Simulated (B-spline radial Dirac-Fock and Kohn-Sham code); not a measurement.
Z = 13 (aluminum), transition energy 20 keV. Level of theory: a Dirac-Hartree-Slater potential of the neutral atom with a Latter tail (no hole, which puts coefficients of high multipoles low close above an edge), finite nucleus with surface currents; a radial B-spline solver. Subshells that would emit electrons below 1 keV are left out.

Question: A pure transition shows α(K) = 2560, L1/L2 = 4.05 and L1/L3 = 2.21. What is its multipolarity?
A. M2
B. E2
C. E3
D. M1
E. E1
F. M3
G. M4
H. E4

Answer: C. For comparison, α(K), L1/L2, L1/L3 are E1 1.16, 50.5, 26.2; E2 59.5, 13.4, 7.21; E4 106000, 1.65, 0.906; M1 0.195, 38.2, 74.6; M2 9.15, 18.6, 17.8; M3 411, 11.1, 5.50; M4 18500, 7.54, 2.59.

Values without a named source are computed, but for edge energies of neutral atoms, which are taken from tables.
